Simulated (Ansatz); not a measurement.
`O=CB(F)F` + `CNC` → `CN(C)B(F)F` + `C=O` at 400 K and 1 bar (ligand exchange at a B–C bond).

Gas-phase electronic energies from Ansatz, PBE0-D4/def2-TZVP geometries. CCSD(T)/CBS adds triple-zeta CCSD(T) − MP2 to the extrapolated MP2 energy (def2 sets, frozen cores). This one scheme is used for every species. One conformer a species, not always the lowest.

```json
{"species": "`O=CB(F)F`", "CCSD(T)/CBS energy (Eh)": "-338.29791", "H − E (kJ/mol)": "97.6", "S (J/(mol·K))": "329.8"}
{"species": "`CNC`", "CCSD(T)/CBS energy (Eh)": "-135.00321", "H − E (kJ/mol)": "264.6", "S (J/(mol·K))": "293.2"}
{"species": "`CN(C)B(F)F`", "CCSD(T)/CBS energy (Eh)": "-358.96075", "H − E (kJ/mol)": "277.8", "S (J/(mol·K))": "366.8"}
{"species": "`C=O`", "CCSD(T)/CBS energy (Eh)": "-114.39408", "H − E (kJ/mol)": "83.9", "S (J/(mol·K))": "229.4"}
```

H − E and S are ideal-gas, rigid-rotor, harmonic terms from PBE0-D4/def2-TZVP, for one conformer and one mirror image of each species. 1 Eh = 2625.50 kJ/mol, R = 8.31446 J/(mol·K).

Question: By hand: ΔE, ΔH, ΔS and ΔG.

Answer: ΔE = (-358.96075) + (-114.39408) − (-338.29791) − (-135.00321) = -0.05371 Eh = -141.0 kJ/mol. Δ(H − E) = 277.8 + 83.9 − 97.6 − 264.6 = -0.5, so ΔH = -141.5 kJ/mol. ΔS = 366.8 + 229.4 − 329.8 − 293.2 = -26.8 J/(mol·K). ΔG = -141.5 − 400 × (-26.8)/1000 = -130.8 kJ/mol.

Question: By hand: the equilibrium constant, and the temperature at which ΔG would vanish if ΔH and ΔS stayed fixed.

Answer: log₁₀ K = −ΔG/(RT ln 10) = 17.1. ΔG = 0 at ΔH/ΔS = 5280 K, far beyond where these terms or the molecules hold.

ΔH outweighs TΔS. A doubt of 5 kJ/mol in ΔE shifts log₁₀ K by 0.7 here. Other conformers and mirror images would add mixing entropy, several J/(mol·K) or more a flexible species. These are equilibria of isolated gas molecules and say nothing of rates. Largest T1 diagnostic: 0.015 (customary marks: 0.02 for closed shells, 0.045 for open ones).
